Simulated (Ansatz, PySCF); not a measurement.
Reaction (SMILES): CO (CH4O) [methanol] → C[O-] + H+
Geometries: B3LYP-D3(BJ)/def2-TZVP minima from Ansatz (an electronic-structure program).

Quantity: gas-phase deprotonation energy (enthalpy at 298 K, with B3LYP-D3(BJ) rigid-rotor harmonic-oscillator terms from PySCF), in kJ/mol. Cores are frozen in the correlated levels unless marked. Spin-orbit coupling is left out. No relativistic terms. Anions need diffuse functions: aug- sets have them; def2-D sets add few; the other sets have none. CBS marks a two-point X^-3 extrapolation of the correlation energy; Hartree-Fock from the larger set. The bracket is a focal-point correction in the basis named.

```tsv
level	program	gas-phase deprotonation energy (kJ/mol)
PBE-D3(BJ)/def2-TZVPD	Ansatz + dftd3	?
r2SCAN-D4/def2-TZVPD	Ansatz + dftd4	1584.7
PBE0/STO-3G	Ansatz	2107.2
BHLYP-D3(BJ)/def2-TZVPD	Ansatz + dftd3	1608.4
HSE06/def2-TZVPD	Ansatz	1592.1
B2GP-PLYP/def2-TZVPD	Ansatz	1589.1
CCSD/cc-pVTZ	Ansatz	?
RI-MP2/CBS(aug-cc-pVTZ,aug-cc-pVQZ)+[CCSD(T)-MP2]/aug-cc-pVTZ	Ansatz	?
```

Problem. Fill in the missing entries.

Solution. 
- PBE-D3(BJ)/def2-TZVPD, gas-phase deprotonation energy (kJ/mol): 1568.8
- CCSD/cc-pVTZ, gas-phase deprotonation energy (kJ/mol): 1647.7
- RI-MP2/CBS(aug-cc-pVTZ,aug-cc-pVQZ)+[CCSD(T)-MP2]/aug-cc-pVTZ, gas-phase deprotonation energy (kJ/mol): 1599.5
